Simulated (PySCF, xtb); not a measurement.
BH3S, SMILES BS.

Harmonic wavenumbers (cm⁻¹) from GFN2-xTB (xtb) at its own minimum, in rising order: 578, 709, 798, 840, 908, 1169, 2423, 2661, 2716.

**Question.** What does ωB97X-D3(BJ)/def2-TZVP (PySCF 2.14.0) give at its own minimum? (An estimate is asked for; the answer gives what the named calculation found.)

**Answer.** 654, 685, 834, 965, 980, 1222, 2622, 2723, 2748. Paired by order, the mean absolute difference is 75 cm⁻¹ and the zero-point energies are 18.3 and 19.2 kcal/mol.
